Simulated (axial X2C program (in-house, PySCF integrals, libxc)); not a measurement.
## Correcting the dissociation energy of LiI⁺ for spin–orbit coupling

A spin-free CCSD(T) curve (one-electron X2C) was computed with an in-house relativistic program for diatomic molecules, basis I dyall-cv3z [11s12p8d4f1g], Li dyall-cv3z [7s8p2d] (cores contracted in-house), for the state M_S = 1/2, Λ = 1 (beyond evenly filled blocks: π+α, π+β, π-α). It gives D0 = 0.647 eV to I + Li+, which in a spin-free picture are the weighted means of the ground terms.

Correlated methods: 7 electrons correlated (number of frozen shells: I 4 s, 3 p, 2 d; Li 1 s), 221 virtual spin orbitals or spinors in MP2, 66 natural virtuals in coupled cluster.

Measured levels of the ground terms (NIST Handbook of Basic Atomic Spectroscopic Data), in cm⁻¹: I 2P: J = 3/2 at 0, J = 1/2 at 7603.1; Li+ 1S: J = 0 at 0.

The two components of the molecular doublet are 3289 cm⁻¹ apart in the PBE0 2c search (Ω = 3/2 lower), so the lower one lies 1644 cm⁻¹ under their mean.

(1) How far does each ground level lie under the (2J+1)-weighted mean of its term?

(2) Correct D0.

Second-order spin–orbit effects in the molecule, which grow quickly with Z, are left out. The state is one determinant whose occupation by symmetry is held fixed; it was picked as the lowest of a PBE0 search that is not exhaustive. De is counted from the lowest determinant-based energies of the atoms at the same level, without counterpoise correction. CCSD and (T) use frozen natural virtuals with an MP2 correction for the truncation; (T) itself is uncorrected, so its De runs slightly low.

Results:

(1) I: (4 × 0 + 2 × 7603.1)/6 = 2534 cm⁻¹; Li+: a single level, 0.

(2) D0 = 0.647 + (1644 − 2534)/8065.5 = 0.537 eV at CCSD(T) with these spin–orbit terms. The direct two-component run gives 0.658 eV; the difference holds second-order terms in the molecule, scalar two-electron terms, the gap between measured and computed atomic splittings (a 2c atom can miss part of its lowering) and, in coupled cluster, the truncation of each run.
